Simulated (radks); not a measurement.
Results of a calculation; reference values are marked as such.
Task: These are the eigenvalues of the occupied orbitals of an atom or ion with whole-number occupations (Ry). Level of theory: scalar-relativistic Kohn-Sham, PBE, spin-unpolarised, spherical densities, finite nucleus; Fermi nuclear charge, rms radius of each element as measured or else 0.836 A^(1/3) + 0.57 fm (a radial shooting solver on a logarithmic mesh with Libxc functionals).

| orbital | eigenvalue |
|---|---|
| 1s | -4646.895 |
| 2s | -790.9677 |
| 2p | -695.9598 |
| 3s | -179.1749 |
| 3p | -150.6520 |
| 3d | -116.3749 |
| 4s | -35.58406 |
| 4p | -26.22206 |
| 4d | -14.00026 |
| 5s | -4.37145 |
| 5p | -2.22408 |
| 4f | -0.60012 |
| 5d | -0.08883 |

Which element is it, and in what charge state? The configuration may be excited.

Result: Z = 71, lutetium, charge 0: Lu in [Xe] 4f14 5d3. The list shows which subshells hold electrons but not how many an open one holds; the 1s level, -2323.4 hartree, gives Z - s = 68.2 by -(Z - s)^2/2, which with screening and relativity narrows Z to a few neighbours, and the depths of the outer levels then fix element, charge and occupations together.
